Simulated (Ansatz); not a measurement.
Isolated molecules relaxed with PBE0-D4/def2-TZVP in Ansatz; ΔE leaves out vibrations. CCSD(T)/CBS is the MP2 limit (def2-TZVPP, def2-QZVPP) plus CCSD(T) − MP2 in def2-TZVPP, frozen cores. DFT in def2-TZVPP. B3LYP here is the variant with VWN-RPA as its local correlation; programs differ in this. Each species was taken in one conformer, which may not be the lowest.

`[SiH3]/C=C/C[SiH3]` + `NCF` → `FCNC[SiH3]` + `C=C[SiH3]`  (substitution at a C–C bond)

`[SiH3]/C=C/C[SiH3]`:

Z-matrix (Å, degrees):
```
Si
C 1 1.852
H 1 1.489 2 111.4
H 1 1.489 2 111.3 3 119.5
H 1 1.488 2 108.9 3 -120.2
C 2 1.335 1 122.9 3 120.0
H 2 1.090 1 119.2 3 -60.1
C 6 1.487 2 125.9 1 -177.9
H 6 1.090 2 118.8 1 -0.3
Si 8 1.889 6 110.8 2 102.9
H 8 1.094 6 111.2 2 -17.6
H 8 1.095 6 111.0 2 -137.8
H 10 1.488 8 110.2 6 175.1
H 10 1.487 8 109.8 6 55.2
H 10 1.486 8 109.7 6 -64.6
```

`NCF`:

```xyz
7

N    -0.331   -0.798   -0.227
C     0.039    0.544   -0.063
F     0.965    0.753    0.974
H     0.446   -1.390   -0.482
H    -0.797   -1.178    0.585
H     0.513    0.919   -0.972
H    -0.835    1.150    0.185
```

`FCNC[SiH3]`:

Cartesian coordinates in Å:
```
F 2.382 -0.861 0.946
C 1.389 -0.003 1.457
N 0.509 0.477 0.480
C -0.299 -0.516 -0.211
Si -1.541 0.304 -1.365
H 0.843 -0.589 2.201
H 1.917 0.827 1.931
H 0.968 1.112 -0.159
H -0.866 -1.082 0.538
H 0.300 -1.251 -0.766
H -2.240 -0.733 -2.169
H -0.821 1.225 -2.288
H -2.539 1.090 -0.595
```

`C=C[SiH3]`:

Cartesian coordinates in Å:
```
C -1.131 -0.180 -1.035
C -0.606 -0.370 0.171
Si 1.063 0.284 0.667
H -0.605 0.376 -1.806
H -2.108 -0.569 -1.309
H -1.184 -0.937 0.900
H 0.946 1.207 1.829
H 1.657 1.015 -0.483
H 1.970 -0.826 1.067
```

```tsv
level	ΔE (eV)
B3LYP-D4	0.56
PBE0	0.59
B3LYP	0.54
HF/def2-TZVPP	0.51
MP2/def2-TZVPP	0.62
SCS-MP2/def2-TZVPP	0.57
MP2/CBS(def2)	0.63
CCSD/CBS(def2)	0.56
```

Problem. What does CCSD(T)/CBS give? (An estimate is asked.)

Solution. The calculation gave: +0.57 eV. The listed levels differ from it by -0.01, 0.02, -0.03, -0.06, 0.05, 0.00, 0.06, -0.01 eV.

Largest T1 diagnostic among the species: 0.012.

In def2-TZVPP, CCSD(T) changes the Hartree–Fock value by +0.04 eV (the triples alone add +0.01 eV) and MP2 by +0.11 eV.
